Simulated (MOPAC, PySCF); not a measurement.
C3H9B, SMILES `CB(C)C`, neutral singlet in the gas phase. 

Cartesian coordinates (Å):
SMILES: CB(C)C
```xyz
13

C     -0.4101     1.4807    -0.3273
B     -0.0022     0.0024     0.0023
C     -1.1046    -1.1022     0.1593
C      1.5112    -0.3753     0.1708
H      0.0132     1.7504    -1.3045
H     -1.4845     1.6732    -0.3618
H      0.0528     2.1786     0.3798
H     -1.8579    -1.0385    -0.6332
H     -0.7331    -2.1275     0.2192
H     -1.6535    -0.8944     1.0888
H      1.7913    -1.0602    -0.6410
H      2.2084     0.4650     0.1580
H      1.6690    -0.9521     1.0895
```
Charge 0, spin multiplicity 1.

All levels are single points at this geometry (PBE0-D3(BJ)/def2-TZVP); Pople sets use spherical d functions. Orbital energies aren't observables, and empty levels follow the basis.

AM1 in MOPAC gives dipole (D) = 0.02.

Question: Estimate the dipole (D) from each of these levels: PBE-D3(BJ)/def2-TZVP in PySCF; TPSSh-D3(BJ)/def2-TZVP in PySCF; B3LYP/3-21G in PySCF; BP86/6-31G* in PySCF; M06-2X/6-31G* in PySCF; PBE/6-31G* in PySCF; SVWN5/6-31G* in PySCF; HF/3-21G in PySCF; HF/STO-3G in PySCF; PM3 in MOPAC; PM6 in MOPAC; PM7 in MOPAC.

Answer: 
```
level                            dipole (D)
-------------------------------  ----------
PBE-D3(BJ)/def2-TZVP in PySCF          0.01
TPSSh-D3(BJ)/def2-TZVP in PySCF        0.01
B3LYP/3-21G in PySCF                   0.02
BP86/6-31G* in PySCF                   0.02
M06-2X/6-31G* in PySCF                 0.01
PBE/6-31G* in PySCF                    0.02
SVWN5/6-31G* in PySCF                  0.02
HF/3-21G in PySCF                      0.01
HF/STO-3G in PySCF                     0.01
PM3 in MOPAC                           0.02
PM6 in MOPAC                           0.03
PM7 in MOPAC                           0.03
```
